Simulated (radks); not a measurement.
Question: Radial electron density D(r) = 4 pi r^2 rho(r) of an atom or ion with 5 electrons. Calculated with a radial shooting solver on a logarithmic mesh with Libxc functionals: scalar-relativistic Kohn-Sham, PBE, spin-polarised, spherical densities, finite nucleus; Fermi nuclear charge, rms radius of each element as measured or else 0.836 A^(1/3) + 0.57 fm.

```
   r/bohr * D(r) (the largest magnitude, 15.7, reaches the edge; | marks zero)
 0.007851 |   *
 0.008642 |    *
 0.009513 |     *
  0.01047 |      *
  0.01153 |       *
  0.01269 |        *
  0.01408 |          *
   0.0155 |            *
  0.01706 |              *
  0.01878 |                *
  0.02067 |                  *
  0.02293 |                     *
  0.02525 |                        *
  0.02779 |                            *
  0.03059 |                               *
  0.03367 |                                  *
  0.03736 |                                      *
  0.04113 |                                          *
  0.04527 |                                             *
  0.04983 |                                                *
  0.05485 |                                                   *
  0.06086 |                                                     *
    0.067 |                                                      *
  0.07375 |                                                      *
  0.08118 |                                                     *
  0.08936 |                                                   *
  0.09836 |                                                *
   0.1091 |                                            *
   0.1201 |                                        *
   0.1322 |                                   *
   0.1456 |                              *
   0.1602 |                         *
   0.1778 |                     *
   0.1957 |                   *
   0.2154 |                 *
   0.2371 |                 *
    0.261 |                  *
   0.2896 |                   *
   0.3188 |                     *
   0.3509 |                      *
   0.3863 |                       *
   0.4252 |                      *
   0.4718 |                    *
   0.5194 |                  *
   0.5717 |               *
   0.6293 |           *
   0.6927 |        *
   0.7625 |     *
   0.8461 |   *
   0.9314 | *
    1.025 |*
    1.128 *
    1.242 *
    1.378 *
    1.517 *
     1.67 *
```

What is the nuclear charge?

Answer: Z = 14. The innermost maximum, from 1s, lies near gamma/Z bohr with gamma = sqrt(1 - (Z/c)^2) = 0.995, here 0.0711 bohr (found: 0.0714), and its height grows with Z. The density is that of the silicon ion Si9+ in [He] 2s2 2p1; the configuration itself is not fixed sharply by these data, and Z only to about a unit. D(r) has 2 maxima, at r = 0.0714, 0.389 bohr, and minima at 0.232 bohr, inside which lie 2.16 electrons.
